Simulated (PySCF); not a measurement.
# Structure from NMR data

The spectra below were simulated for a compound C$_{5}$H$_{12}$P$_{2}$Si.

¹H NMR (600 MHz, computed): δ 4.01 (m, 3H), 3.93 (m, 1H), 2.93 (m, 2H), 2.65 (m, 2H), 2.58 (m, 1H), 2.12 (m, 2H), 2.09 (m, 1H).

¹³C{¹H} NMR (computed): δ 45.5 (CH), 29.5 (CH2), 22.4 (CH2), 18.8 (CH2).

PySCF 2.14 calculation with σ from GIAO-PBE0/pcSseg-1 and GFN2-xTB structure; one averaged value for each set of equivalent atoms, relativity neglected, in vacuum, one computed conformer.

Shifts are taken against calculated references (same method and geometry level): ¹H and ¹³C vs TMS.

Propose a structure and justify it.

## Answers


- 4 carbon signals for 5 carbons: some carbons are equivalent by symmetry or fast rotation.
- Carbon types of the structure: 1 × CH, 4 × CH2, leaving 3 H on heteroatoms.
- δC 45.5: sp3 CH bonded to P.
- δC 29.5, 18.8: sp3 CH2 in a ring; saturated and bonded to C and H only.
- δC 22.4: sp3 CH2 bonded to P and Si.
- δH 4.01: hydrogen on a silicon bonded to C.
- δH 3.93: hydrogen on an sp3 CH bonded to P.
- δH 2.93, 2.58, 2.12, 2.09: hydrogen on an sp3 CH2 in a ring.
- δH 2.65: hydrogen on an sp3 CH2 bonded to P and Si.

The compound is `InChI=1S/C5H12P2Si/c8-4-6-7-5-2-1-3-5/h5H,1-4H2,8H3`.

This is the structure that produced the data.

Splittings by ³¹P in the carbon and heteronuclear signals aren't shown, as no couplings were computed. Shifts are as computed. Against solution values, carbons near 30 ppm lie about +3 ppm off and those near 130 ppm about +5 ppm. Of 1211 compounds with measured shifts, 218 miss one by over three times the rms of a fit or turn the order of signals round; such compounds aren't used in these exercises. No couplings were computed; multiplicities are counted from neighbouring protons, with m where these are inequivalent, close in shift, in a saturated or five-membered ring or joined by F or P, and br s for small geminal =CH2 splittings.
